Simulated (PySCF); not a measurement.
# Molecular orbitals of IrSe

LC-ωPBE at R = 2.188 Å; Ir def2-TZVPP with ECP60, Se def2-TZVPP; scalar-relativistic core potentials (PySCF 2.14). State: ⁴Δ (quartet), unpaired electrons π ↑↑, δ ↑. Only the outer orbitals are listed, counted within each symmetry, core potentials removing the inner ones.

| spin | orbital | occ. | ε (eV) | on Ir (%) | main shells (%) |
| --- | --- | --- | --- | --- | --- |
| α | 5π | 1 | -12.76 | 70 | 70 Ir d, 29 Se p |
| α | 5π | 1 | -12.76 | 70 | 70 Ir d, 29 Se p |
| α | 10σ | 1 | -12.70 | 50 | 48 Ir d, 44 Se p |
| α | 2δ | 1 | -11.62 | 100 | 100 Ir d |
| α | 2δ | 1 | -10.75 | 100 | 100 Ir d |
| α | 11σ | 1 | -9.82 | 81 | 52 Ir s, 29 Ir d, 19 Se p |
| α | 6π | 1 | -9.33 | 31 | 68 Se p, 28 Ir d |
| α | 6π | 1 | -9.33 | 31 | 68 Se p, 28 Ir d |
| α | 12σ | 0 | -0.92 | 77 | 36 Ir s, 29 Ir p, 22 Se p |
| α | 7π | 0 | 1.73 | 99 | 98 Ir p |
| α | 7π | 0 | 1.73 | 99 | 98 Ir p |
| β | 10σ | 1 | -12.21 | 41 | 52 Se p, 38 Ir d |
| β | 5π | 1 | -10.37 | 54 | 51 Ir d, 43 Se p |
| β | 5π | 1 | -10.37 | 54 | 51 Ir d, 43 Se p |
| β | 2δ | 1 | -10.04 | 100 | 100 Ir d |
| β | 11σ | 1 | -9.07 | 81 | 42 Ir s, 39 Ir d, 19 Se p |
| β | 6π | 0 | -1.05 | 51 | 48 Se p, 43 Ir d, 8 Ir p |
| β | 6π | 0 | -1.05 | 51 | 48 Se p, 43 Ir d, 8 Ir p |
| β | 2δ | 0 | -0.35 | 99 | 99 Ir d |

Q: Which are the highest filled and the lowest empty level, where do they sit, and how wide is the gap?

A: Highest filled β 11σ at -9.07 eV (in %: 42 Ir s, 39 Ir d, 19 Se p); lowest empty β 6π at -1.05 eV (in %: 48 Se p, 43 Ir d, 8 Ir p); the gap at LC-ωPBE is 8.02 eV.

The bond order (Mayer) is 2.20, the ⟨S²⟩ is 3.790 and the charge on Ir (Mulliken, basis-dependent) is 0.19. The charge on Ir (Löwdin, basis-dependent) is -0.12 and the dipole moment (positive dipole means Ir(−)Se(+)) is -2.81 D.

Spin–orbit coupling is left out. The state is the lowest single determinant that the PBE0 search found; with open d or f shells the true ground state can be another one.
